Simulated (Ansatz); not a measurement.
Frontier orbitals of FH6NSi3, SMILES `F[Si]N([SiH3])[SiH3]`.

```xyz
11

F    -1.2148    2.4559    0.7952
Si   -1.5169    1.4993   -0.4840
N    -0.3478    0.2690   -0.1800
Si   -0.2165   -1.0760   -1.2903
Si    0.7279    0.3139    1.2124
H    -0.4862   -2.3572   -0.5901
H    -1.2231   -0.8668   -2.3629
H     1.1441   -1.1301   -1.8820
H     1.6024    1.5095    1.1690
H     1.5723   -0.9087    1.1342
H    -0.0414    0.2911    2.4786
```

Charge 0, multiplicity 1. All single points use the PBE0-D4/def2-TZVP geometry. It is one conformer, not always the lowest. Basis def2-TZVPP, Ansatz.

Orbital energies of one run (eV). Highest occupied ones, from the top: -6.38, -7.23, -8.30, -8.60, -8.67, -9.56, -9.64, -10.63, -10.83, -11.28, -12.50, -13.95, -14.12, -21.14. Empty: -2.68, -1.32, -0.64, 0.01, 0.02, 0.12.

Problem. Which functional gave them?
A. CAM-B3LYP
B. ωB97X-V
C. LDA (SPW92)
D. r2SCAN0

Solution. C. HOMO energies: LDA (SPW92) -6.38, CAM-B3LYP -8.70, ωB97X-V -9.68, r2SCAN0 -7.53 eV.
